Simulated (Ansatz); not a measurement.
Reactions of FH$_{5}$O$_{2}$Si$_{2}$, SMILES `O[SiH2][SiH](O)F`.

Computed with Ansatz on PBE0-D4/def2-TZVP structures; ΔE is electronic, products minus reactants. CCSD(T)/CBS adds triple-zeta CCSD(T) − MP2 to the extrapolated MP2 energy (def2 sets, frozen cores). This one scheme is used for every species. For Ge, Zn outer-core shells are correlated without core-valence functions, which leaves a few kJ/mol of doubt a bond. Scalar relativity is left out up to krypton. One conformer a species, not always the lowest.

```tsv
reaction	CCSD(T)/CBS(def2) (kcal/mol)
`O[SiH2][SiH](O)F` + `CCC` → `CCC[SiH2]O` + `O[SiH2]F`	-2.8
`O[SiH2][SiH](O)F` + `N[SiH](O)F` → `O[Si@@H](F)N[Si@@H](O)F` + `O[SiH3]`	-24.9
`O[SiH2][SiH](O)F` + `C=[CH][ZnH]` → `C=C[Si@@H](O)[Si@@H](O)F` + `[ZnH2]`	-3.9
`O[SiH2][SiH](O)F` + `C#[C][GeH2][OH]` → `[OH][GeH2][C]#C[SiH](O)F` + `O[SiH3]`	-15.5
`O[SiH2][SiH](O)F` + `N[SiH](O)Cl` → `O[Si@H](F)N[Si@H](O)Cl` + `O[SiH3]`	-25.5
`O[SiH2][SiH](O)F` + `C[SiH](N)O` → `C[Si@H](O)N[Si@@H](O)F` + `O[SiH3]`	-26.4
`O[SiH2][SiH](O)F` + CH₃NH₂ → `CN[SiH2]O` + `O[SiH2]F`	?
`O[SiH2][SiH](O)F` + H₂ → `O[SiH](F)[SiH3]` + H₂O	?
`O[SiH2][SiH](O)F` + CH₃OH → `CO[SiH](O)F` + `O[SiH3]`	-33.5
`O[SiH2][SiH](O)F` + `[SiH3][SiH2]S` → `O[SiH2]S[SiH2][SiH3]` + `O[SiH2]F`	?
```

Question: Fill in the missing values. (An estimate is asked.)

Answer: Computed: `O[SiH2][SiH](O)F` + CH₃NH₂ → `CN[SiH2]O` + `O[SiH2]F`: -20.7 kcal/mol; `O[SiH2][SiH](O)F` + H₂ → `O[SiH](F)[SiH3]` + H₂O: +13.6 kcal/mol; `O[SiH2][SiH](O)F` + `[SiH3][SiH2]S` → `O[SiH2]S[SiH2][SiH3]` + `O[SiH2]F`: -22.8 kcal/mol.

Largest T1 diagnostic: 0.016, for `[ZnH2]`.
